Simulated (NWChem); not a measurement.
System: C₅H₅, doublet; SMILES [CH]1C=CC=C1

Output (shortened):

```
             Northwest Computational Chemistry Package (NWChem) 7.3.0
             --------------------------------------------------------

                             Geometry "geometry" -> ""
                             -------------------------

 Output coordinates in angstroms (scale by  1.889725989 to convert to a.u.)

  No.       Tag          Charge          X              Y              Z
 ---- ---------------- ---------- -------------- -------------- --------------
    1 C                    6.0000    -1.16615000    -0.22331700     0.00000000
    2 C                    6.0000    -0.54599200     1.08996900     0.00000000
    3 C                    6.0000     0.80311700     0.90188900     0.00000000
    4 C                    6.0000     1.05882100    -0.54922400     0.00000000
    5 C                    6.0000    -0.15525400    -1.21307000     0.00000000
    6 H                    1.0000    -2.24211000    -0.41015100     0.00000000
    7 H                    1.0000    -1.07842800     2.04038700     0.00000000
    8 H                    1.0000     1.57382600     1.67304100     0.00000000
    9 H                    1.0000     2.04874000    -1.00879100     0.00000000
   10 H                    1.0000    -0.31026200    -2.29074500     0.00000000

 Effective nuclear repulsion energy (a.u.)     148.6140537186

                              NWChem Property Module
                              ----------------------

  itol2e modified to match energy
  convergence criterion.

                                 NWChem DFT Module
                                 -----------------

 Summary of "ao basis" -> "ao basis" (spherical)
 ------------------------------------------------------------------------------
       Tag                 Description            Shells   Functions and Types
 ---------------- ------------------------------  ------  ---------------------
 C                           6-31g*                  6       14   3s2p1d
 H                           6-31g*                  2        2   2s

  itol2e modified to match energy
  convergence criterion.

            General Information
            -------------------
          SCF calculation type: DFT
          Wavefunction type:  spin polarized.
          No. of atoms     :    10
          No. of electrons :    35
           Alpha electrons :    18
            Beta electrons :    17
          Charge           :     0
          Spin multiplicity:     2
          Use of symmetry is: off; symmetry adaption is: off
          Maximum number of iterations: 150
          AO basis - number of functions:    80
                     number of shells:    40
          Convergence on energy requested:  1.00D-07
          Convergence on density requested:  1.00D-05
          Convergence on gradient requested:  5.00D-04

              XC Information
              --------------
                         B3LYP Method XC Potential
                     Hartree-Fock (Exact) Exchange  0.200
                        Slater Exchange Functional  0.800 local
                    Becke 1988 Exchange Functional  0.720 non-local
              Lee-Yang-Parr Correlation Functional  0.810
                  VWN I RPA Correlation Functional  0.190 local

             Grid Information
             ----------------
          Grid used for XC integration:  fine
          Radial quadrature: Mura-Knowles
          Angular quadrature: Lebedev.
          Tag              B.-S. Rad. Rad. Pts. Rad. Cut. Ang. Pts.
          ---              ---------- --------- --------- ---------
          C                   0.70       70          10.0       590
          H                   0.35       60          11.0       590
          Grid pruning is: on
          Number of quadrature shells:   650
          Spatial weights used:  Erf1

      Superposition of Atomic Density Guess
      -------------------------------------

 Sum of atomic energies:        -190.79243344

      Non-variational initial energy
      ------------------------------

[...]

          ----------------------
          Hyperfine Interactions
          ----------------------

 Total Spin Density (Fermi Contact Term)
 ------------------ --------------------
     Atom            x         y         z       Density (a.u.)      Aiso(MHz)     Aiso(Gauss)
     1  13-C     -2.20370  -0.42201   0.00000       0.081602         91.735849      32.733577
     2  13-C     -1.03178   2.05974   0.00000      -0.013259        -14.905575      -5.318671
     3  13-C      1.51767   1.70432   0.00000       0.020071         22.563196       8.051096
     4  13-C      2.00088  -1.03788   0.00000       0.059819         67.247846      23.995663
     5  13-C     -0.29339  -2.29237   0.00000      -0.036369        -40.885174     -14.588822
     6   1-H     -4.23697  -0.77507   0.00000      -0.009176        -41.015155     -14.635203
     7   1-H     -2.03793   3.85577   0.00000      -0.000519         -2.317914      -0.827088
     8   1-H      2.97410   3.16159   0.00000      -0.003735        -16.693713      -5.956722
     9   1-H      3.87156  -1.90634   0.00000      -0.007325        -32.739634     -11.682296
    10   1-H     -0.58631  -4.32888   0.00000       0.001820          8.136968       2.903468

           -------------------------------------------
           Anisotropic Interaction (Spin-Dipolar Term)
           -------------------------------------------

 ------------------------------------------------------------
     Atom            x         y         z
 ------------------------------------------------------------
     1  13-C     -2.20370  -0.42201   0.00000

   Spin-Dipolar term (a.u.)
        xx             yy             zz             xy             xz             yz
 ------------------------------------------------------------------------------------------
      -0.303257      -0.313839       0.617097       0.004007       0.000000       0.000000

   Principal Comp. of -hf- tensor (au)            Anisotropic -hfcc- (MHz)               Anisotropic -hfcc- (Gauss)
 --------------------------------------------------------------------------------------------------------------------------
     -0.301911    -0.315186     0.617097     -40.513579   -42.294917    82.808496     -14.456228   -15.091853    29.548081

   Orientation of the principal axis of Hyperfine Tensor w.r.t absolute (molecular) frame
 --------------------------------------------------------------------------------------------------------------------------
      0.947934    -0.318466     0.000000
      0.318466     0.947934     0.000000
     -0.000000    -0.000000     1.000000

 ------------------------------------------------------------
     Atom            x         y         z
 ------------------------------------------------------------
     2  13-C     -1.03178   2.05974   0.00000

   Spin-Dipolar term (a.u.)
        xx             yy             zz             xy             xz             yz
 ------------------------------------------------------------------------------------------
      -0.006260      -0.001469       0.007729       0.000016      -0.000000      -0.000000

   Principal Comp. of -hf- tensor (au)            Anisotropic -hfcc- (MHz)               Anisotropic -hfcc- (Gauss)
 --------------------------------------------------------------------------------------------------------------------------
     -0.006260    -0.001469     0.007729      -0.840058    -0.197094     1.037153      -0.299753    -0.070328     0.370081

   Orientation of the principal axis of Hyperfine Tensor w.r.t absolute (molecular) frame
 --------------------------------------------------------------------------------------------------------------------------
      0.999995     0.003249    -0.000000
     -0.003249     0.999995    -0.000000
      0.000000     0.000000     1.000000

 ------------------------------------------------------------
     Atom            x         y         z
 ------------------------------------------------------------
     3  13-C      1.51767   1.70432   0.00000

   Spin-Dipolar term (a.u.)
        xx             yy             zz             xy             xz             yz
 ------------------------------------------------------------------------------------------
      -0.117817      -0.110190       0.228007       0.003936      -0.000000      -0.000000

   Principal Comp. of -hf- tensor (au)            Anisotropic -hfcc- (MHz)               Anisotropic -hfcc- (Gauss)
 --------------------------------------------------------------------------------------------------------------------------
     -0.119484    -0.108523     0.228007     -16.033580   -14.562729    30.596309      -5.721170    -5.196335    10.917505

   Orientation of the principal axis of Hyperfine Tensor w.r.t absolute (molecular) frame
 --------------------------------------------------------------------------------------------------------------------------
      0.920834     0.389954    -0.000000
     -0.389954     0.920834    -0.000000
      0.000000     0.000000     1.000000

 ------------------------------------------------------------
     Atom            x         y         z
 ------------------------------------------------------------
     4  13-C      2.00088  -1.03788   0.00000

   Spin-Dipolar term (a.u.)
        xx             yy             zz             xy             xz             yz
 ------------------------------------------------------------------------------------------
      -0.240612      -0.241680       0.482293      -0.007110      -0.000000       0.000000

   Principal Comp. of -hf- tensor (au)            Anisotropic -hfcc- (MHz)               Anisotropic -hfcc- (Gauss)
 --------------------------------------------------------------------------------------------------------------------------
     -0.234016    -0.248276     0.482293     -31.402760   -33.316325    64.719085     -11.205267   -11.888073    23.093340

[...]
```

Level: B3LYP/6-31G* (spherical d), spin-unrestricted, contact and dipolar terms. In the optimisation the excess spin sits in a" (Cs, its own frame). Structure relaxed at the PBE0/def2-SVP, spin-unrestricted level. No frequency run checked for a minimum. No stability test was run on the SCF state. B3LYP is NWChem's, with the RPA form of VWN correlation.

Problem. Reconstruct the input file.

Solution. One answer among several that fit: the input that was run:
```
start job
memory heap 200 mb stack 900 mb global 1100 mb
geometry units angstroms noautosym nocenter noautoz
  C     -1.166150    -0.223317     0.000000
  C     -0.545992     1.089969     0.000000
  C      0.803117     0.901889     0.000000
  C      1.058821    -0.549224     0.000000
  C     -0.155254    -1.213070     0.000000
  H     -2.242110    -0.410151     0.000000
  H     -1.078428     2.040387     0.000000
  H      1.573826     1.673041     0.000000
  H      2.048740    -1.008791     0.000000
  H     -0.310262    -2.290745     0.000000
end
basis spherical
  * library 6-31g*
end
dft
  odft
  mult 2
  xc b3lyp
  iterations 150
end
property
  hyperfine
end
task dft property
```
